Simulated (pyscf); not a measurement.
## Cl–NbH₂(Cl)–Cl, singlet

Gas-phase minimum from PySCF at ωB97X-D3(BJ)/def2-SVP, one conformer. 

SMILES: [Cl][NbH2]([Cl])[Cl]
```xyz
6

Cl     2.3503    -0.2682    -0.8374
Nb     0.1739     0.2702    -0.3870
Cl    -0.6035     2.2042    -1.2224
Cl    -0.8849    -1.6686    -0.9648
H     -0.7244     0.0514     1.0472
H      0.8608     0.6849     1.1166
```
Charge 0, spin multiplicity 1.

Bonds (Å): Cl1–Nb2 2.287, Nb2–Cl3 2.246, Nb2–Cl4 2.283, Nb2–H5 1.706, Nb2–H6 1.704. Angles (°): Cl1–Nb2–Cl3 117.3, Cl1–Nb2–Cl4 101.0, Cl1–Nb2–H5 129.5, Cl1–Nb2–H6 81.2, Cl3–Nb2–Cl4 118.5, Cl3–Nb2–H5 103.9, Cl3–Nb2–H6 105.0, Cl4–Nb2–H5 81.9, Cl4–Nb2–H6 128.1, H5–Nb2–H6 60.1.

Properties at ωB97X-D3(BJ)/def2-SVP:

```yaml
harmonic_wavenumbers_unscaled: 50, 108, 126, 267, 407, 445, 489, 559, 639, 970, 1979, 2016 cm⁻¹
zero_point_energy: 11.5 kcal/mol
rotational_symmetry_number: 1
Entropy of this conformer at 298 K and 1 atm, rigid rotor and harmonic oscillator, modes under 100 cm⁻¹ raised to 100: 358.2 J/(mol K)
dipole_moment: 1.14 D
```

Single-point totals, which compare only within one level (frozen core for MP2 and CC):

```json
[
 {"level": "ωB97X-D3(BJ)/def2-TZVP", "total energy (hartree)": "-1439.01974"},
 {"level": "PBE/def2-TZVP", "total energy (hartree)": "-1438.43657"},
 {"level": "r²SCAN/def2-TZVP", "total energy (hartree)": "-1438.92121"},
 {"level": "B3LYP-D3(BJ)/def2-TZVP", "total energy (hartree)": "-1439.05559"},
 {"level": "PBE0-D3(BJ)/def2-TZVP", "total energy (hartree)": "-1438.51023"},
 {"level": "M06-2X/def2-TZVP", "total energy (hartree)": "-1438.80816"},
 {"level": "ωB97M-D3(BJ)/def2-TZVP", "total energy (hartree)": "-1439.07103"},
 {"level": "HF/def2-TZVPP", "total energy (hartree)": "-1436.20684"},
 {"level": "MP2/def2-TZVPP", "total energy (hartree)": "-1437.25449"},
 {"level": "CCSD/def2-TZVPP", "total energy (hartree)": "-1437.28594"},
 {"level": "CCSD(T)/def2-TZVPP", "total energy (hartree)": "-1437.34282"}
]
```

The CCSD(T) − MP2 part came from Ansatz, without density fitting, on the same reference. The frozen core leaves the outer d or s,p core shells of the metals and heavy elements correlated in the MP2 and CC values, and def2-TZVPP describes them poorly, so these totals are far from the basis limit. Elements past Kr carry the def2 core potentials, without spin-orbit coupling.
